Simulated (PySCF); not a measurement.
CH₇O₂PSi.

```xyz
12

C      1.9529     0.0539    -0.5167
Si     0.2279     0.2610     0.1508
O     -0.4363     1.7270    -0.2839
O      0.3858     0.1158     1.8032
P     -1.3117    -1.2117    -0.5922
H      2.3567    -0.9347    -0.2509
H      1.9663     0.1516    -1.6125
H      2.6269     0.8148    -0.0904
H      0.1070     2.5034    -0.1158
H     -0.4342     0.1534     2.3054
H     -1.0553    -0.9228    -1.9671
H     -0.3967    -2.3090    -0.5512
```

The structure is a stationary point at PBE0-D3(BJ)/def2-SVP. The structure was generated by enumeration, and PubChem lists no compound with its InChIKey, so it may never have been made. One conformer was computed; it need not be the lowest.

Calculation: B3LYP/pcSseg-1 in PySCF. Non-relativistic, no solvent.

Computed absolute GIAO shielding of each atom: isotropic value and principal components (ppm):
```json
[
 {"atom": "C1", "σ(iso)": "174.8", "σ11": "167.0", "σ22": "169.0", "σ33": "188.4", "span": "21.3"},
 {"atom": "Si2", "σ(iso)": "324.4", "σ11": "296.7", "σ22": "330.6", "σ33": "345.9", "span": "49.2"},
 {"atom": "O3", "σ(iso)": "255.8", "σ11": "223.4", "σ22": "262.3", "σ33": "281.6", "span": "58.3"},
 {"atom": "O4", "σ(iso)": "250.1", "σ11": "218.6", "σ22": "255.0", "σ33": "276.6", "span": "58.1"},
 {"atom": "P5", "σ(iso)": "564.8", "σ11": "513.1", "σ22": "570.1", "σ33": "611.1", "span": "97.9"},
 {"atom": "H6", "σ(iso)": "31.0", "σ11": "27.4", "σ22": "28.8", "σ33": "36.9", "span": "9.5"},
 {"atom": "H7", "σ(iso)": "31.3", "σ11": "27.7", "σ22": "29.2", "σ33": "37.0", "span": "9.3"},
 {"atom": "H8", "σ(iso)": "31.0", "σ11": "27.0", "σ22": "28.4", "σ33": "37.7", "span": "10.7"},
 {"atom": "H9", "σ(iso)": "29.8", "σ11": "22.8", "σ22": "24.4", "σ33": "42.3", "span": "19.5"},
 {"atom": "H10", "σ(iso)": "29.7", "σ11": "22.7", "σ22": "24.9", "σ33": "41.4", "span": "18.7"},
 {"atom": "H11", "σ(iso)": "29.9", "σ11": "25.5", "σ22": "27.4", "σ33": "36.7", "span": "11.3"},
 {"atom": "H12", "σ(iso)": "30.2", "σ11": "25.8", "σ22": "27.9", "σ33": "36.8", "span": "11.0"}
]
```
